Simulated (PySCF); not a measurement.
A geometry optimisation on `C[O][Ge@@]([AsH2])([CH2][SiH3])[CH]1CC1`.

Method: PBE0-D3(BJ)/def2-SVP geometry optimisation, gas phase (PySCF 2.14.0). Start geometry: GFN2-xTB. The input is one job of a driver script: a line of settings, then coordinates in Å.

Input:
```
{"job": {"xc": "PBE0", "basis": "def2-SVP", "d3": "d3bj", "grid": 1, "kind": "geom"}, "charge": 0, "multiplicity": 1}
C      2.152784     1.634782     1.533632
O      1.481792     0.445318     1.226279
Ge    -0.140774     0.410468     0.437461
As    -1.620174     1.787195     1.805873
C      0.057831     1.169050    -1.416873
Si     1.363482     0.286959    -2.467312
C     -0.400448    -1.552019     0.403372
C     -1.672118    -2.164022     0.905390
C     -1.383505    -2.149336    -0.557158
H      2.873989     1.420346     2.324960
H      2.687516     2.021703     0.660602
H      1.464146     2.413068     1.890928
H     -1.895614     0.627657     2.717170
H     -2.788578     1.378343     0.952735
H      0.306267     2.226994    -1.314560
H     -0.914213     1.121036    -1.906783
H      2.661083     0.301469    -1.790779
H      1.478148     1.008615    -3.742937
H      0.929781    -1.089176    -2.724578
H      0.509607    -2.107828     0.585342
H     -1.620264    -3.104717     1.434108
H     -2.449370    -1.505860     1.275899
H     -1.960835    -1.479968    -1.180913
H     -1.132269    -3.080315    -1.044300
```

Question: What does the run print?

Answer: 
```
step   0  E = -4875.36612585  max force = 0.019619
step   1  E = -4875.37158384  max force = 0.006507
step   2  E = -4875.37204595  max force = 0.001757
step   3  E = -4875.37214875  max force = 0.000931
step   4  E = -4875.37227857  max force = 0.001662
step   5  E = -4875.37239424  max force = 0.002468
step   6  E = -4875.37253390  max force = 0.002362
step   7  E = -4875.37267781  max force = 0.001434
step   8  E = -4875.37280548  max force = 0.001636
step   9  E = -4875.37289601  max force = 0.001765
step  10  E = -4875.37302456  max force = 0.001875
step  11  E = -4875.37322615  max force = 0.001224
step  12  E = -4875.37330632  max force = 0.000603
step  13  E = -4875.37336151  max force = 0.000866
step  14  E = -4875.37338102  max force = 0.000910
step  15  E = -4875.37339300  max force = 0.000535
step  16  E = -4875.37340059  max force = 0.000353
optimisation converged
```

Energies in Eh; «max force» is the largest Cartesian gradient component in Eh/bohr.

Question: How much energy does the optimisation release, in kJ/mol?

Answer: E(step 0) − E(last step) = 0.007275 Eh, which is 19.1 kJ/mol.

Question: Give the first gradient maximum in eV/Å.

Answer: With 1 Eh/bohr = 51.422 eV/Å, 1.009 eV/Å.

Summary of the converged run: final energy -4875.37340 Eh after 16 steps; dipole 1.35 D.

Question: Give the final coordinates.

Answer: 0.610 Å rms from the input after alignment:
```
atom  x, y, z in Å
C1     2.2139    1.4526    1.3093
O2     1.5584    0.2693    0.9628
Ge3   -0.0898    0.2979    0.2578
As4   -1.4800    1.7085    1.6712
C5     0.0461    1.0868   -1.5295
Si6    1.5882    0.5264   -2.4541
C7    -0.6133   -1.5567    0.1524
C8    -1.4220   -2.2298    1.2248
C9    -2.0539   -1.9280   -0.0946
H10    3.2025    1.2004    1.7262
H11    2.3811    2.1218    0.4424
H12    1.6663    2.0343    2.0770
H13   -1.6211    0.6351    2.7450
H14   -2.7451    1.2503    0.9506
H15    0.0344    2.1867   -1.4633
H16   -0.8499    0.7842   -2.0969
H17    2.8121    1.1679   -1.8883
H18    1.4978    0.8986   -3.9015
H19    1.7374   -0.9588   -2.3683
H20    0.1413   -2.1760   -0.3451
H21   -1.1801   -3.2699    1.4589
H22   -1.7330   -1.6405    2.0930
H23   -2.8000   -1.1268   -0.1325
H24   -2.2591   -2.7553   -0.7793
```

Hardware: one thread, Arm Neoverse V1 (shared host). Cost: 15 min of wall time.
Labels such as C1 count atoms from 1, the log's own numbers from 0.
